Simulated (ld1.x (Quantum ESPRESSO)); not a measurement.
# Building the TM potential for Ho (PBEsol, scalar-relativistic).

ld1.x (Quantum ESPRESSO) 7.5 input, shortened:

```
&input
   title='Ho', zed=67., rel=1, dft='PBESOL', iswitch=3,
   config='[Xe] 4f10.5 5d0.5 6s2 6p0'
 /
 &inputp
   pseudotype=2, tm=.true., lloc=2,
   nlcc=.true., new_core_ps=.true.
 /
4
5S  1  0   2.00   0.00  2.20  2.20  0.0
5P  2  1   6.00   0.00  1.35  1.35  0.0
4F  4  3  10.50   0.00  1.25  1.25  0.0
5D  3  2   0.50   0.00  2.95  2.95  0.0
 &test
   configts(1)='4f10.5 5s2 5p6 5d0.5 6s2 6p0'
 /
```

Occupied shells without a wave of their own: 6s. They enter only through the test configuration that unscreens the potential, and ld1.x also counts them in the model core charge.

What the tests gave:

| Quantity | Value |
| --- | --- |
| Cutoffs needed | 260 Ry and over 300 Ry (the cutoffs (Ry, on a coarse ladder) from which the occupation-weighted sum of valence levels, in a spherical-Bessel basis at the reference potential, stays within 10 and 1 mRy of its value at 400 Ry) |
| Ghost test | no extra level below or beside the all-electron valence levels (s, p, f, d tested) (spherical-Bessel basis up to 400 Ry, 20 bohr box) |
| Largest excitation error | +1555 meV (all-electron minus pseudo) for 4f10 5s2 5p6 5d0 6s0 6p0, out of 7 test configurations |

The potential misses its own reference levels by up to 0.5 eV. ld1.x takes every shell without a wave as core, so the model core holds the 6s electrons as well and exchange and correlation see them twice. This cancels in the reference configuration, but the file is broken for other ones, and its errors say nothing about a proper core correction.

Generation and tests took about 2.4 s on one core of a shared server CPU.
